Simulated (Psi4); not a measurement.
F₂ (SMILES FF), singlet, geometry from GFN2-xTB.

Psi4 was given this input:
```
memory 2 GB

molecule mol {
0 1
F    -0.000000   -0.000000   -0.701582
F     0.000000    0.000000    0.701582
}

set {
  basis def2-svpd
  reference rhf
  freeze_core true
}

energy('mp2')
print_variables()
```

Q: What does this run give for the total energy, nuclear repulsion energy, number of basis functions?

A: 
```json
{
 "total_energy": "-198.9242 Eh",
 "nuclear_repulsion_energy": "30.5476 Eh",
 "number_of_basis_functions": "46"
}
```
